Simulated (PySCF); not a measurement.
## Electron correlation in Ne (neon, neutral)

[Ne], closed-shell 1S. Calculation: PySCF 2.14, in jorge-DZP-DKH (4s2p1d, 15 functions); scalar relativity by spin-free X2C-1e. Frozen: 1s2; 8 electrons correlated.

MP2 pair energies summed by pair of shells (mhartree):

```csv
pair,energy,share (%)
2p-2p,-128.86,74.3
2s-2p,-37.03,21.4
2s-2s,-7.51,4.3
```

Total MP2 correlation energy: -173.39 mhartree.

Same-spin part -47.61 and opposite-spin part -125.79 mhartree; SCS-MP2 scales them by 1/3 and 6/5 to -166.81 mhartree.

```csv
level,correlation energy (mhartree)
CCSD,-176.59
(T),-2.24
CCSD(T),-178.83
```

Diagnostics: T1 = 0.0052, D1 = 0.0085, largest double amplitude 0.043.

Cost of the coupled-cluster step: 0.09 s of wall time on 1 thread of Neoverse-N1 (shared host), for 8 correlated electrons.

Iterations:

```
CC2 = 0
CCSD nocc = 4, nmo = 14
frozen orbitals [0]
max_cycle = 100
direct = 0
conv_tol = 1e-08
conv_tol_normt = 1e-06
diis_space = 8
diis_start_cycle = 0
Init t2, MP2 energy = -128.83331352148  E_corr(MP2) -0.173394189964149
Init E_corr(CCSD) = -0.173394189967565
cycle = 1  E_corr(CCSD) = -0.17464324244103  dE = -0.00124905247  norm(t1,t2) = 0.0175337
cycle = 2  E_corr(CCSD) = -0.176417351554871  dE = -0.00177410911  norm(t1,t2) = 0.00359285
cycle = 3  E_corr(CCSD) = -0.176495465346235  dE = -7.81137914e-05  norm(t1,t2) = 0.000859481
cycle = 4  E_corr(CCSD) = -0.176595096353139  dE = -9.96310069e-05  norm(t1,t2) = 0.000256412
cycle = 5  E_corr(CCSD) = -0.176592558209429  dE = 2.53814371e-06  norm(t1,t2) = 1.81073e-05
cycle = 6  E_corr(CCSD) = -0.176592673012786  dE = -1.14803358e-07  norm(t1,t2) = 8.25014e-07
cycle = 7  E_corr(CCSD) = -0.176592660219752  dE = 1.27930344e-08  norm(t1,t2) = 4.94388e-08
cycle = 8  E_corr(CCSD) = -0.176592659907289  dE = 3.12462833e-10  norm(t1,t2) = 2.16661e-09
CCSD converged
E(CCSD) = -128.8365119914228  E_corr = -0.1765926599072891
CCSD(T) correction = -0.00224077265884836
```
